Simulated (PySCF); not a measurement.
Species: 2-methylpyridine, C6H7N.
Numbering: `[CH3:1][c:2]1[cH:3][cH:4][cH:5][cH:6][n:7]1` (hydrogens: H8, H9, H10 on C1; H11 on C3; H12 on C4; H13 on C5; H14 on C6)

The same species was optimised twice, with GFN2-xTB and with PBE0-D3(BJ)/def2-SVP (PySCF), and the same property calculations (PySCF, gas phase) were run on both structures.

```csv
coordinate,GFN2-xTB,PBE0-D3(BJ)/def2-SVP,change
C2–C3 (Å),1.394,1.404,+0.010
C2–N7 (Å),1.326,1.335,+0.009
C6–N7 (Å),1.322,1.331,+0.009
C5–C6 (Å),1.385,1.392,+0.007
C4–C5 (Å),1.387,1.394,+0.007
C3–C4 (Å),1.383,1.389,+0.006
C1–C2 (Å),1.497,1.500,+0.003
C1–C2–N7 (°),116.8,117.2,+0.4
C3–C2–N7 (°),122.0,121.7,-0.3
C2–C3–C4 (°),118.9,119.2,+0.3
C1–C2–C3 (°),121.2,121.0,-0.2
C5–C6–N7 (°),123.5,123.6,+0.1
C2–N7–C6 (°),118.9,118.8,-0.1
C4–C5–C6 (°),117.9,117.9,0.0
C3–C4–C5 (°),118.8,118.8,0.0
```

Rotational constants: A = 5782, B = 2672, C = 1848 MHz (GFN2-xTB) against A = 5716, B = 2638, C = 1826 MHz (PBE0-D3(BJ)/def2-SVP). Point groups within 0.08 Å: Cs and Cs.

On the GFN2-xTB structure: HOMO (eV) -7.28 [PBE0/pcSseg-1]; LUMO (eV) -0.61 [PBE0/pcSseg-1]; dipole (D) 1.94 [PBE0/pcSseg-1]; GIAO shielding of C1 (ppm) 159.3 [PBE0/pcSseg-1]; GIAO shielding of C2 (ppm) 22.7 [PBE0/pcSseg-1]; GIAO shielding of C3 (ppm) 59.3 [PBE0/pcSseg-1]; GIAO shielding of C4 (ppm) 45.3 [PBE0/pcSseg-1]; GIAO shielding of C5 (ppm) 61.6 [PBE0/pcSseg-1]; GIAO shielding of C6 (ppm) 31.7 [PBE0/pcSseg-1]; GIAO shielding of N7 (ppm) -89.2 [PBE0/pcSseg-1].

Problem. What do these properties become on the PBE0-D3(BJ)/def2-SVP structure?

Solution. 
```csv
property,level,on GFN2-xTB,on PBE0-D3(BJ)/def2-SVP,change
HOMO (eV),PBE0/pcSseg-1,-7.28,-7.30,-0.02
LUMO (eV),PBE0/pcSseg-1,-0.61,-0.66,-0.05
dipole (D),PBE0/pcSseg-1,1.94,1.95,+0.01
"energy, GFN2-xTB geometry as zero (kcal/mol)",PBE0/pcSseg-1,0.0,-0.2,-0.2
GIAO shielding of C1 (ppm),PBE0/pcSseg-1,159.3,157.7,-1.6
GIAO shielding of C2 (ppm),PBE0/pcSseg-1,22.7,20.7,-2.0
GIAO shielding of C3 (ppm),PBE0/pcSseg-1,59.3,56.5,-2.8
GIAO shielding of C4 (ppm),PBE0/pcSseg-1,45.3,43.5,-1.8
GIAO shielding of C5 (ppm),PBE0/pcSseg-1,61.6,59.1,-2.5
GIAO shielding of C6 (ppm),PBE0/pcSseg-1,31.7,29.4,-2.3
GIAO shielding of N7 (ppm),PBE0/pcSseg-1,-89.2,-94.7,-5.5
```

The heavy atoms differ by 0.009 Å rms after alignment. Among bonds between heavy atoms C2–C3, C2–N7 and C6–N7 change most and about equally (+0.009 to +0.010 Å). Changes are differences of the printed values. Neither structure is proved a minimum here.
